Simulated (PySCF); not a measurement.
**Electronic absorption of C4H4F4**

Compound: C₄H₄F₄.
SMILES with atom numbers: `[F:1][CH2:2]/[CH:3]=[CH:4]/[C:5]([F:6])([F:7])[F:8]` (hydrogens: H9, H10 on C2; H11 on C3; H12 on C4)

Geometry (GFN2-xTB, Å), atoms numbered from 1 in this order:
```
atom  x, y, z in Å
F1    -2.1852   -0.9520    0.7565
C2    -1.9615    0.0966   -0.0919
C3    -0.5082    0.3562   -0.2944
C4     0.4549   -0.3453    0.2803
C5     1.9062   -0.0636    0.0602
F6     2.5401    0.2290    1.2091
F7     2.5489   -1.1218   -0.4634
F8     2.1291    0.9661   -0.7698
H9    -2.4510    0.9760    0.3447
H10   -2.4450   -0.1501   -1.0454
H11   -0.2848    1.1782   -0.9603
H12    0.2577   -1.1700    0.9484
```

Computed, not measured: TDDFT CAM-B3LYP/def2-SVPD, vertical, gas phase, core orbitals frozen in the response in PySCF 2.14.0, density-fitted response routines.

Problem. Predict the UV-vis stick spectrum at this level.

Solution. 

```csv
state,E (eV),E (hartree),f,symmetry,"main configurations (H = HOMO, L = LUMO)"
S1,7.54,0.2770,0.486,A′,H→L (97%)
S2,8.08,0.2970,0.0058,A″,H→L+1 (94%)
S3,8.19,0.3009,0.0003,–,H-1→L (92%)
S4,8.61,0.3165,0.0072,A″,H→L+2 (90%)
S5,9.20,0.3382,0.045,A″,H→L+3 (78%)
S6,9.21,0.3386,0.0006,–,"H-3→L (66%), H-5→L (22%)"
S7,9.36,0.3440,0.0097,A′,H-2→L (98%)
S8,9.67,0.3555,0.0013,–,"H-5→L (57%), H-3→L (23%), H-6→L (8%)"
```

Triplets, Tamm–Dancoff:

```tsv
state	E (eV)	λ (nm)	main configurations (H = HOMO, L = LUMO)
T1	4.43	279.6	H→L (94%)
T2	7.73	160.5	H-1→L (89%)
T3	7.94	156.2	H→L+1 (92%)
```

The lowest singlet lies at 7.54 eV (165 nm, vacuum ultraviolet) and is strong; its leading configuration is HOMO→LUMO (97%). The lowest level is also the most intense of those listed (f = 0.486). Löwdin shares by element: HOMO carbon 77% or more (atoms not listed hold the other 23%); LUMO carbon 77% (atoms not listed hold the other 23%). Of the 8 states listed, 2 reach f = 0.01 and 1 stays under 0.0005. Weighted by f, the mean energy of these states is 7.73 eV. Orbital energies (eV): HOMO-3 -12.94, HOMO-2 -12.36, HOMO-1 -11.98, HOMO -10.02, LUMO 0.26, LUMO+1 1.13, LUMO+2 1.75. Symmetry labels in Cs follow from the direction of the transition dipole and are given only for states with f of 0.002 or more. Only the lowest 8 singlets were computed, as vertical energies without vibronic structure.

One conformer stands for the species.
